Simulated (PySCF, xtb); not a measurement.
SbCl5, SMILES [Cl][Sb]([Cl])([Cl])([Cl])[Cl].

Harmonic wavenumbers (cm⁻¹) from GFN2-xTB run with xtb at its own minimum, in rising order: 37, 39, 122, 122, 132, 133, 138, 261, 280, 296, 305, 305.

Question: What does PBE0-D3(BJ)/def2-SVP in PySCF 2.14.0 give at its own minimum? (An estimate is asked for; the answer gives what the named calculation found.)

Answer: 55, 55, 161, 162, 168, 168, 175, 322, 354, 398, 402, 402. Paired by order, the mean absolute difference is 54 cm⁻¹ and the zero-point energies are 3.1 and 4.0 kcal/mol.
